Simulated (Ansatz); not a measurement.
Match the barriers

Saddle point of Si4NH13, singlet (Si₄H₁₀ ([SiH3][SiH]([SiH3])[SiH3]) + NH₃ → Si₃NH₉ ([NH2][SiH]([SiH3])[SiH3]) + SiH₄; bonds formed: Si1–N7, Si2–H6; bonds broken: Si1–Si2, H6–N7), PBE0-D4/def2-TZVP structure:

Si1  (-0.138, 1.253, -0.056)
Si2  (0.489, -2.001, 0.238)
Si3  (-0.267, 0.462, -2.245)
Si4  (-1.637, 0.370, 1.487)
H5  (-0.103, 2.755, -0.016)
H6  (1.517, -0.114, 0.567)
N7  (1.603, 0.984, 0.584)
H8  (1.715, -2.818, -0.090)
H9  (-0.499, -2.480, -0.787)
H10  (-0.009, -2.640, 1.506)
H11  (-0.583, 1.603, -3.154)
H12  (1.043, -0.099, -2.671)
H13  (-1.342, -0.549, -2.350)
H14  (-0.925, 0.118, 2.768)
H15  (-2.710, 1.374, 1.763)
H16  (-2.260, -0.867, 0.962)
H17  (2.342, 1.317, -0.029)
H18  (1.765, 1.335, 1.525)
(Å)

Ansatz 0.2.0; basis: def2-TZVPP, with def2-QZVPP for the basis limit; cores frozen in the correlated methods. B3LYP uses VWN-RPA correlation. Extrapolation: Hartree–Fock as exp(−7.88 √X), correlation as X^−2.97. Four methods, as single points on the PBE0-D4 structures, gave these electronic barriers from the start structure: 1.562, 1.680, 1.844, 2.316 eV.

Problem. The methods were, in alphabetical order, B3LYP-D4, BHLYP-D4, BLYP-D4, HF. Which gave which? (Judge from chemistry; the calculation decides.)

Solution. Computed: BLYP-D4 1.562; B3LYP-D4 1.680; BHLYP-D4 1.844; HF 2.316 eV. For comparison, CCSD(T) at an estimated basis limit (MP2 extrapolated from triple and quadruple zeta, plus CCSD(T) − MP2 in triple zeta) gives 1.796 eV.

No T1 diagnostic of these runs exceeds 0.015.

Labels in which every atom is bracketed show which atoms are joined, not bond orders.

For scale, one of the runs: CCSD(T)/def2-TZVPP, 381 basis functions, launched by `ansatz run in.yaml --threads 2 --pin off --events-out ev --progress --plain --max-ram 20480MiB --backend cuda --devices 0, --max-vram 18GiB`. Time: 10 s of wall clock on 2 CPU threads of an AMD EPYC 7R13 and a share of one NVIDIA H100; the host was shared. Peak host memory: 0.86 GiB.
